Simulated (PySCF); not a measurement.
Bonding in `[O-]c1sccc1F`

Compound: C4H2FOS (charge -1).
Numbering: `[O-:1][c:2]1[s:3][cH:4][cH:5][c:6]1[F:7]` (hydrogens: H8 on C4; H9 on C5)

Geometry (GFN2-xTB, Å), atoms numbered from 1 in this order:
```xyz
9
C4H2FOS angstrom
O      2.4855    0.8973   -0.0214
C      1.3073    0.5543   -0.0089
S     -0.0525    1.7726   -0.3604
C     -1.2902    0.5604   -0.1539
C     -0.7601   -0.6475    0.1496
C      0.6425   -0.6335    0.2237
F      1.3399   -1.7948    0.5255
H     -2.3192    0.8387   -0.2727
H     -1.3397   -1.5415    0.3206
```

Bond orders from the PBE0/pcSseg-1 density (PySCF). Isolated species at its GFN2-xTB geometry, gas phase. The pcSseg-1 basis has no diffuse functions, a weakness for an anion.

**Question.** How far do the computed orders between heavy atoms stray from the drawn ones?

**Answer.** The largest departure is 0.771, at O1–C2 (drawn single, 1.771), counting aromatic bonds as 1.5. Drawn single, order above 1.12: O1–C2 (1.771). Drawn single, order below 0.88: C6–F7 (0.867). The bonds drawn aromatic range from 0.91 to 1.53. The SMILES, with its formal charges, is one Lewis structure only.

**Question.** Set the Mayer orders of the bonds between heavy atoms beside their lengths.

**Answer.** 
```
 bond  drawn as  length (Å)  Mayer order
O1–C2    single       1.227        1.771
C2–S3  aromatic       1.859        0.908
S3–C4  aromatic       1.745        1.067
C4–C5  aromatic       1.354        1.534
C5–C6  aromatic       1.405        1.289
C6–F7    single       1.388        0.867
C6–C2  aromatic       1.381        1.329
```

By pair of heavy elements: C–S: lowest C2–S3 (0.908, 1.859 Å), highest S3–C4 (1.067, 1.745 Å). C–C: lowest C5–C6 (1.289, 1.405 Å), highest C4–C5 (1.534, 1.354 Å).

**Question.** And the bonds to hydrogen?

**Answer.** C–H: 0.96 (2 bonds).

**Question.** Sum the orders of all bonds at each heavy atom with more than one neighbour and set the sums beside the valence in the SMILES.

**Answer.** C2 4.008 (drawn 4), S3 1.975 (drawn 2), C4 3.566 (drawn 4), C5 3.784 (drawn 4), C6 3.485 (drawn 4). Orders between atoms that aren't bonded are not in these sums.

The Mayer order sums products of elements of PS (density times overlap matrix) between the two atoms' basis functions, so it depends on the basis set.
